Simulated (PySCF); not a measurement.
**Calculated NMR parameters of C=C1C=CC=CC=C1**

- Formula: C8H8
- SMILES: C=C1C=CC=CC=C1
- Point group of the computed structure: C2v
- Degrees of unsaturation: 5
- Carbon signals: 5
- Proton signals: 4

Atoms are numbered as in `[CH2:1]=[C:2]1[CH:3]=[CH:4][CH:5]=[CH:6][CH:7]=[CH:8]1`; H(Xn) means a hydrogen on atom n.

- PBE0-D3(BJ)/def2-SVP structure
- J couplings at B3LYP/pcJ-1 (without the spin–dipole term)
- GIAO PBE/pcSseg-1 shieldings
- run in PySCF
- rapidly exchanging positions averaged, one conformer, no relativistic terms, gas phase

Scale: 1H (31.20 ppm), 13C (180.03 ppm) vs TMS (reference shieldings calculated alike).

| carbon | δC, type | δH (multiplicity, J in Hz) | HMBC from (abs. J ≥ 3 Hz) | span of the C tensor (ppm) |
| --- | --- | --- | --- | --- |
| C1 | 112.1, CH2 | 4.31 (d, 1.3) | H(C3)/H(C8) | 144 |
| C2 | 153.5, C | – | H(C4)/H(C7) | 194 |
| C3/C8 | 148.0, CH | 5.61 (m) | H(C3)/H(C8), H(C5)/H(C6), H(C1) | 178 |
| C4/C7 | 132.0, CH | 5.11 (m) | H(C5)/H(C6) | 191 |
| C5/C6 | 138.1, CH | 5.28 (m) | H(C3)/H(C8), H(C4)/H(C7) | 198 |

Selected couplings (Hz, signed; the shortest-range and largest first, 30 at most; isotopes 13C, 1H): 1J(C1,H(C1)) 169.7, 1J(C5,H(C5)) 164.7, 1J(C4,H(C4)) 162.4, 1J(C3,H(C3)) 161.0, 1J(C1,C2) 79.1, 1J(C3,C4) 74.8, 1J(C4,C5) 60.4, 1J(C2,C3) 56.1, 2J(C1,C3) 3.4, 2J(C4,C6) -2.4, 2J(C3,C5) -1.9, 3J(H(C3),H(C4)) 14.0, 3J(H(C4),H(C5)) 9.0, 3J(C1,C4) 7.1, 3J(C3,C6) 3.5, 3J(C3,C7) -1.6, 3J(C2,C5) 1.2.

- Carbon types of the structure: 1 × C, 6 × CH, 1 × CH2, which accounts for all hydrogens.
- δC 153.5: fully substituted alkene carbon; an sp2 carbon of a C=C bond.
- δC 148.0, 138.1, 132.0: alkene CH; an sp2 carbon of a C=C bond.
- δC 112.1: terminal =CH2 carbon; an sp2 carbon of a C=C bond.
- δH 5.61, 5.28, 5.11: hydrogen on an alkene CH; olefinic region.
- δH 4.31: hydrogen on a terminal =CH2 carbon; attached to an sp2 carbon and in the plane of the double bond.

Multiplet labels drop couplings under 1 Hz and merge nearly equal ones. Couplings among chemically equivalent protons are left out too, so labels in AA′BB′ or AA′XX′ sets are apparent multiplicities. Unscaled 3J(H,H) at this level run about 10 % above measured values. Shifts are as computed. Against solution values, carbons near 30 ppm lie about +2 ppm off and those near 130 ppm about +2 ppm. Of 1211 compounds with measured shifts, 218 miss one by over three times the rms of a fit or turn the order of signals round; such compounds aren't used in these exercises.
